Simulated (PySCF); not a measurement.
## Excitation energy of Cu by level of theory

Cu [Ar] 3d10 4s1 (2S) → Cu [Ar] 3d9 4s2 (2D), as a difference of total energies. Calculation: PySCF 2.14, in aug-cc-pVDZ-DK (7s6p4d2f, 59 functions); the spin-free X2C one-electron Hamiltonian (Gaussian nucleus). Correlated levels: valence: [Ar] frozen. The calculations carry no spin-orbit coupling.

```tsv
method	excitation energy (eV)
UHF	-0.196
MP2 (valence)	2.202
SCS-MP2 (valence)	1.709
CCSD (valence)	1.061
CCSD(T) (valence)	1.216
```

Errors of the correlated levels include the incompleteness of this basis and the frozen core.

Problem. Which method comes closest to the reference value, and which is furthest?

Solution. The reference is 1.490 eV (measured; NIST levels, between the centres of gravity of the two terms). Closest: SCS-MP2 (valence) (error 0.219 eV); furthest: UHF (error -1.686 eV).
